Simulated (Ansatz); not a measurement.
```yaml
atoms:
  - { symbol: C, position_ang: [0.0000, 0.0000, 0.6081] }
  - { symbol: C, position_ang: [0.0000, 0.0000, -3.0404] }
  - { symbol: H, position_ang: [0.0000, 0.0000, -4.1063] }
  - { symbol: H, position_ang: [0.0000, 0.0000, 1.6740] }
```

Basis set: pcseg-2 (spherical functions). Charge 0, multiplicity 1.

Computed with Ansatz (development build ahead of 0.2.0); each method stands on the lowest determinant of its kind that the runs found. Restricted functionals stand beside restricted open-shell atoms, which can lie above the unrestricted atoms usual in DFT and then raise those values.

The atomization energy at this shape (free ground-state atoms in the same class of orbitals less the molecule, no zero-point energy) of singlet C2H2:

| method | atomization energy |
| --- | --- |
| r²SCAN (unrestricted) | 680.7 kJ/mol |
| PBE0 (unrestricted) | 678.4 kJ/mol |

(1) What does PBE0 (restricted) give?

Results:

(1) 473.4 kJ/mol. Caution: charge can spread falsely over distant fragments; the shape is not the minimum. Caution for r²SCAN (unrestricted), PBE0 (unrestricted): the unrestricted determinant is a mixture of spin states. Caution for PBE0 (restricted): an unrestricted determinant lies well below.
